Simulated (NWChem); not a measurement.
Everything below was run with NWChem. System: H$_{5}$NSi, charge 0, spin multiplicity 1, at a geometry optimised with PBE/def2-SVP. The structure started from a generated list of species. Level: G0W0@PBE/def2-SVPD, RI basis def2-svpd-rifit.

Input file:

```
start mol
memory heap 200 mb stack 700 mb global 1700 mb
geometry units angstroms nocenter noautoz
  Si     0.578577     0.047515     0.000000
  N     -1.157571    -0.164674     0.000000
  H      1.119387    -0.621800    -1.233844
  H      1.119387    -0.621800     1.233844
  H      1.106300     1.468394     0.000000
  H     -1.671076     0.131357    -0.835172
  H     -1.671076     0.131357     0.835172
  symmetry group Cs
end
basis spherical
  * library def2-svpd
end
basis "ri basis" bse spherical
  * library def2-svpd-rifit
end
dft
  xc xpbe96 cpbe96
  iterations 100
  direct
  tolerances tight
end
task dft energy
gw
  states alpha occ 4 vir 2
end
task dft gw
```

Part of the output:

```
             Northwest Computational Chemistry Package (NWChem) 7.3.0
             --------------------------------------------------------

                                NWChem Input Module
                                -------------------

 Scaling coordinates for geometry "geometry" by  1.889725989
 (inverse scale =  0.529177249)

 Turning off AUTOSYM since
 SYMMETRY directive was detected!

                             Geometry "geometry" -> ""
                             -------------------------

 Output coordinates in angstroms (scale by  1.889725989 to convert to a.u.)

  No.       Tag          Charge          X              Y              Z
 ---- ---------------- ---------- -------------- -------------- --------------
    1 Si                  14.0000     0.57857700     0.04751500     0.00000000
    2 N                    7.0000    -1.15757100    -0.16467400     0.00000000
    3 H                    1.0000     1.11938700    -0.62180000    -1.23384400
    4 H                    1.0000     1.11938700    -0.62180000     1.23384400
    5 H                    1.0000     1.10630000     1.46839400     0.00000000
    6 H                    1.0000    -1.67107600     0.13135700    -0.83517200
    7 H                    1.0000    -1.67107600     0.13135700     0.83517200

 Effective nuclear repulsion energy (a.u.)      63.8955130688

            Nuclear Dipole moment (a.u.)
            ----------------------------
        X                 Y               Z
 ---------------- ---------------- ----------------
     0.0000056692     0.0000000000     0.0000000000

      Symmetry information
      --------------------

 Group name             Cs
 Group number              2
 Group order               2
 No. of unique centers     5

      Symmetry unique atoms

     1    2    3    5    6


 Summary of "ao basis" -> "" (spherical)
 ------------------------------------------------------------------------------
       Tag                 Description            Shells   Functions and Types
 ---------------- ------------------------------  ------  ---------------------
 *                         def2-svpd                  on all atoms

 new library libraries.bse/

 Summary of "ri basis" -> "" (spherical)
 ------------------------------------------------------------------------------
       Tag                 Description            Shells   Functions and Types
 ---------------- ------------------------------  ------  ---------------------
 *                      def2-svpd-rifit               on all atoms

  pbe96 is a nonlocal functional; adding pw91lda local functional.

                                 NWChem DFT Module
                                 -----------------

 Summary of "ao basis" -> "ao basis" (spherical)
 ------------------------------------------------------------------------------
       Tag                 Description            Shells   Functions and Types
 ---------------- ------------------------------  ------  ---------------------
 Si                        def2-svpd                10       24   5s3p2d
 N                         def2-svpd                 8       20   4s2p2d
 H                         def2-svpd                 4        8   2s2p

 Summary of "ao basis" -> "ao basis" (spherical)
 ------------------------------------------------------------------------------
       Tag                 Description            Shells   Functions and Types
 ---------------- ------------------------------  ------  ---------------------
 Si                        def2-svpd                10       24   5s3p2d
 N                         def2-svpd                 8       20   4s2p2d
 H                         def2-svpd                 4        8   2s2p

      Symmetry analysis of basis
      --------------------------

        a'         53
        a"         31

            General Information
            -------------------
          SCF calculation type: DFT
          Wavefunction type:  closed shell.
          No. of atoms     :     7
          No. of electrons :    26
           Alpha electrons :    13
            Beta electrons :    13
          Charge           :     0
          Spin multiplicity:     1
          Use of symmetry is: on ; symmetry adaption is: on
          Maximum number of iterations: 100
          This is a Direct SCF calculation.
          AO basis - number of functions:    84
                     number of shells:    38
          Convergence on energy requested:  1.00D-06
          Convergence on density requested:  1.00D-05
          Convergence on gradient requested:  5.00D-04

              XC Information
              --------------
          PerdewBurkeErnzerhof Exchange Functional  1.000
            Perdew 1991 LDA Correlation Functional  1.000 local
           PerdewBurkeErnz. Correlation Functional  1.000 non-local

             Grid Information
             ----------------
          Grid used for XC integration:  medium
          Radial quadrature: Mura-Knowles
          Angular quadrature: Lebedev.
          Tag              B.-S. Rad. Rad. Pts. Rad. Cut. Ang. Pts.
          ---              ---------- --------- --------- ---------
          Si                  1.10       88           9.0       590
          N                   0.65       49           9.0       434
          H                   0.35       45          10.0       434
          Grid pruning is: on
          Number of quadrature shells:   272
          Spatial weights used:  Erf1

          Convergence Information
          -----------------------
          Convergence aids based upon iterative change in
[...]
 Sum of atomic energies:        -345.47979817

      Non-variational initial energy
      ------------------------------

 Total energy =    -346.231530
 1-e energy   =    -603.091377
 2-e energy   =     192.964334
 HOMO         =      -0.334055
 LUMO         =       0.032864

      Symmetry analysis of molecular orbitals - initial
      -------------------------------------------------

  Numbering of irreducible representations:

     1 a'          2 a"

  Orbital symmetries:

     1 a'          2 a'          3 a'          4 a'          5 a"
     6 a'          7 a'          8 a'          9 a"         10 a'
    11 a'         12 a"         13 a'         14 a'         15 a'
    16 a"         17 a'         18 a'         19 a"         20 a"
    21 a'         22 a'         23 a'

   convergence    iter        energy       DeltaE   RMS-Dens  Diis-err    time
 ---------------- ----- ----------------- --------- --------- ---------  ------
 d= 0,ls=0.0,diis     1   -346.8715772332 -4.11D+02  1.60D-02  3.08D-01     0.4
 d= 0,ls=0.0,diis     2   -346.8375613194  3.40D-02  8.49D-03  5.70D-01     0.7
 d= 0,ls=0.0,diis     3   -346.8997690414 -6.22D-02  2.16D-03  5.05D-02     1.0
 d= 0,ls=0.0,diis     4   -346.9054893384 -5.72D-03  4.97D-04  1.17D-03     1.3
 d= 0,ls=0.0,diis     5   -346.9056734349 -1.84D-04  1.03D-04  4.47D-05     1.6
 d= 0,ls=0.0,diis     6   -346.9056799666 -6.53D-06  1.79D-05  2.13D-06     1.9
 d= 0,ls=0.0,diis     7   -346.9056802829 -3.16D-07  2.40D-06  1.30D-08     2.2

         Total DFT energy =     -346.905680282936
      One electron energy =     -605.162999449464
           Coulomb energy =      223.766404088173
    Exchange-Corr. energy =      -29.404597990462
 Nuclear repulsion energy =       63.895513068817

 Numeric. integr. density =       26.000000309904

     Total iterative time =      2.1s

                  Occupations of the irreducible representations
                  ----------------------------------------------

                     irrep           alpha         beta
                     --------     --------     --------
                     a'               10.0         10.0
                     a"                3.0          3.0

                       DFT Final Molecular Orbital Analysis
                       ------------------------------------

 Vector   11  Occ=2.000000D+00  E=-3.053838D-01  Symmetry=a'
              MO Center=  5.7D-01,  2.4D-01,  7.0D-14, r^2= 2.7D+00
   Bfn.  Coefficient  Atom+Function         Bfn.  Coefficient  Atom+Function
  ----- ------------  ---------------      ----- ------------  ---------------
    61      0.296850  5 H  s                 10      0.281363  1 Si py
    13      0.257785  1 Si py                45     -0.197169  3 H  s
    53     -0.197169  4 H  s                 28     -0.186676  2 N  s
    30     -0.184658  2 N  py                 7     -0.160816  1 Si py
    33      0.117205  2 N  py                29     -0.113362  2 N  px

 Vector   12  Occ=2.000000D+00  E=-2.979482D-01  Symmetry=a"
              MO Center=  8.8D-01, -3.9D-01, -6.5D-14, r^2= 2.4D+00
   Bfn.  Coefficient  Atom+Function         Bfn.  Coefficient  Atom+Function
  ----- ------------  ---------------      ----- ------------  ---------------
    14      0.337433  1 Si pz                45     -0.327748  3 H  s
    53      0.327748  4 H  s                 11      0.291548  1 Si pz
     8     -0.166200  1 Si pz                31      0.095037  2 N  pz
    70      0.090848  6 H  s                 78     -0.090848  7 H  s
    69      0.089715  6 H  s                 77     -0.089715  7 H  s

 Vector   13  Occ=2.000000D+00  E=-2.242231D-01  Symmetry=a'
              MO Center= -7.1D-01, -3.2D-02,  1.7D-15, r^2= 2.2D+00
   Bfn.  Coefficient  Atom+Function         Bfn.  Coefficient  Atom+Function
  ----- ------------  ---------------      ----- ------------  ---------------
    30      0.513997  2 N  py                28      0.393914  2 N  s
    33     -0.346329  2 N  py                61      0.212243  5 H  s
    70     -0.149790  6 H  s                 78     -0.149790  7 H  s
     4     -0.137642  1 Si s                 13      0.131587  1 Si py
    26      0.117996  2 N  s                 27      0.107979  2 N  s

 Vector   14  Occ=0.000000D+00  E=-2.222190D-02  Symmetry=a'
              MO Center= -3.9D-01,  2.4D-01,  1.7D-13, r^2= 6.0D+00
   Bfn.  Coefficient  Atom+Function         Bfn.  Coefficient  Atom+Function
  ----- ------------  ---------------      ----- ------------  ---------------
    28      2.834832  2 N  s                  4     -1.911184  1 Si s
     5      0.989068  1 Si s                 70     -0.821505  6 H  s
    78     -0.821505  7 H  s                 76     -0.318554  6 H  pz
    84      0.318554  7 H  pz                26     -0.290892  2 N  s
    13      0.271158  1 Si py                22      0.238154  1 Si d  0

 Vector   15  Occ=0.000000D+00  E= 1.508935D-02  Symmetry=a'
              MO Center=  1.5D+00,  1.8D-01,  1.8D-14, r^2= 7.1D+00
   Bfn.  Coefficient  Atom+Function         Bfn.  Coefficient  Atom+Function
  ----- ------------  ---------------      ----- ------------  ---------------
     4      3.364951  1 Si s                  5     -3.313373  1 Si s
    28      2.310397  2 N  s                 12      0.687722  1 Si px
    62     -0.618443  5 H  s                 70     -0.512120  6 H  s
    78     -0.512120  7 H  s                 46     -0.469269  3 H  s
    54     -0.469269  4 H  s                 27     -0.303279  2 N  s

 Vector   16  Occ=0.000000D+00  E= 2.567532D-02  Symmetry=a"
              MO Center=  5.7D-01,  3.7D-01,  6.0D-14, r^2= 4.5D+00
   Bfn.  Coefficient  Atom+Function         Bfn.  Coefficient  Atom+Function
  ----- ------------  ---------------      ----- ------------  ---------------
    21      0.600895  1 Si d -1              11      0.246016  1 Si pz
    16      0.173189  1 Si d -1              45      0.170789  3 H  s
    53     -0.170789  4 H  s                 14      0.136276  1 Si pz
     8     -0.119104  1 Si pz                50      0.114044  3 H  px
    58     -0.114044  4 H  px                23      0.103737  1 Si d  1

 center of mass
 --------------
 x =  -0.00079556 y =  -0.01950429 z =   0.00000000

 moments of inertia (a.u.)
 ------------------
          28.209779951671         -11.534487208277           0.000000000000
         -11.534487208277         149.953812758909           0.000000000000
           0.000000000000           0.000000000000         146.206082865580

     Multipole analysis of the density
     ---------------------------------

     L   x y z        total         alpha         beta         nuclear
     -   - - -        -----         -----         ----         -------
     0   0 0 0     -0.000000    -13.000000    -13.000000     26.000000

     1   1 0 0     -0.415176     -0.207591     -0.207591      0.000006
     1   0 1 0      0.302646      0.151323      0.151323      0.000000
     1   0 0 1     -0.000000     -0.000000     -0.000000      0.000000

     2   2 0 0    -15.306246    -49.401110    -49.401110     83.495974
     2   1 1 0     -1.346278     -3.373985     -3.373985      5.401691
     2   1 0 1     -0.000000     -0.000000     -0.000000      0.000000
     2   0 2 0    -18.142760    -14.758998    -14.758998     11.375236
     2   0 1 1     -0.000000     -0.000000     -0.000000      0.000000
     2   0 0 2    -15.575507    -15.715100    -15.715100     15.854692

 Task  times  cpu:        2.2s     wall:        2.2s

                                NWChem Input Module
                                -------------------

                                 NWChem GW Module
                                 ----------------

                             ***********************
                             ***        GW       ***
                             ***********************

 Summary of "ri basis" -> "ri basis" (spherical)
 ------------------------------------------------------------------------------
       Tag                 Description            Shells   Functions and Types
 ---------------- ------------------------------  ------  ---------------------
 Si                     def2-svpd-rifit             24       78   9s6p6d3f
 N                      def2-svpd-rifit             20       64   7s6p5d2f
 H                      def2-svpd-rifit              9       23   4s3p2d

                 Memory Information
                 ------------------
          Available GA per process is          1699.9 MBs
          Available stack per process is        700.0 MBs
          Available heap per process is           0.0 MBs

          Peak memory in Initialization
              Peak GA per process is                  3.0 MBs
              Peak stack per process is               0.1 MBs
              Peak heap per process is                3.2 MBs
              Memory not in MA per process            0.0 MBs

          Peak memory in AFF Calculation
              Peak GA per process is                 10.7 MBs
              Peak stack per process is               6.5 MBs
              Peak heap per process is                0.0 MBs
              Memory not in MA per process            6.5 MBs

          Computing 2-center integrals
          Computing Inverse Cholesky factor
          Computing 3-center integrals
          Computing V_xc ...

          Computing Sigma_x
          Computing RPA polarizability
          Solving quasiparticle equations

                  Alpha Orbitals
          State     Energy (eV)     Error (eV)
          -----------------------------------
@GW        10        -12.899           0.002
@GW        11        -11.539           0.002
@GW        12        -11.526           0.002
@GW        13         -9.115           0.002
@GW        14          1.943           0.002
@GW        15          2.571           0.004

   Applying  -3.0135 eV scissor-shift to rest of particle states

   Applying   2.5477 eV scissor-shift to rest of hole states

     GW Timing Statistics
   ------------------------
   Init.   :          0.0s
     ERIs  :          0.2s
     Distr.:          0.0s
     Vxc   :          0.2s
   Sigma_x :          0.0s
   RPA     :          0.2s
   Wmn     :          0.0s
   Sigma_c :          0.0s
   GW total:          0.6s

 Task  times  cpu:        0.6s     wall:        0.6s

 Total times  cpu:        2.8s     wall:        2.8s
```
